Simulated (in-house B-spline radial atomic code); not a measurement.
# Plasmons and hot-electron lifetimes in Ag from the free-electron model

The electrons form a uniform gas at zero temperature with Lindhard's dielectric function (RPA). An added electron of energy E, from the band bottom, collides once per mean free path λ, with 1/λ = (1/πE) ∫dω ∫dq/q Im(−1/ε(q, ω)), in atomic (or effective) units, with ω up to E − E_F and q between √(2E) ∓ √(2(E − ω)); electron-hole pairs and the plasmon pole are integrated apart. No exchange between the two electrons.

Ag: 1 valence electron per atom, density 10.5 g/cm³, mass 107.87 u, so r_s = 3.02 bohr. Core levels, phonons and band structure are left out; so is the d shell, which screens strongly in this metal and lengthens real lifetimes within a few eV of E_F.

**Question.** Find E_F, the plasma energy, the screening length and the long-wave dispersion of the plasmon.

**Answer.** k_F = 1.91916/3.02 = 0.6355, E_F = k_F²/2 = 5.49 eV. ω_p = √(3/r_s³) = 0.3300 hartree = 8.98 eV. The Thomas-Fermi length is √(π/4k_F) = 1.112 bohr = 0.0588 nm. For small q, ω = ω_p + α q² with α = (3/5) E_F/ω_p = 0.3671; at q = 0.2164 this gives 9.45 eV, and the zero of ε lies at 9.47 eV. The plasmon meets the pair continuum ω = q k_F + q²/2 at q_c = 0.54095 = 0.85 k_F, 13.3 eV.

```csv
E − E_F (eV),λ (nm),share of plasmon losses,lifetime (fs),stopping (eV/nm)
0.275,334,0.00,234,0.000547
0.549,89.5,0.00,61.4,0.00407
1.1,25.5,0.00,16.7,0.0284
1.92,9.95,0.00,6.16,0.127
2.75,5.72,0.00,3.36,0.312
4.12,3.21,0.00,1.74,0.83
5.49,2.17,0.00,1.1,1.64
7.14,1.53,0.00,0.724,3.04
8.79,1.18,0.00,0.527,4.81
11,0.913,0.00,0.379,7.77
13.7,0.464,0.31,0.178,21.5
17.6,0.329,0.41,0.116,33.6
```

**Question.** Quinn and Ferrell's limit is τ = 263 r_s^(−5/2) (E − E_F)⁻² fs·eV². How far does it hold?

**Answer.** The prefactor is 16.6 fs·eV². At 0.275 eV it gives 220 fs against 234, a ratio of 1.07; at 2.75 eV 2.2 against 3.36, a ratio of 1.53. The inverse square comes from the phase space of two final states near E_F; the formula is the limit of high density and small excess energy.

**Question.** From what energy can an electron emit a plasmon?

**Answer.** It needs ω ≤ q v − q²/2 and a final state above E_F. On the computed dispersion this first holds at E − E_F = 12.9 eV, above ω_p = 9.0 eV, since a slow electron can only couple to plasmons of large q, which cost more.
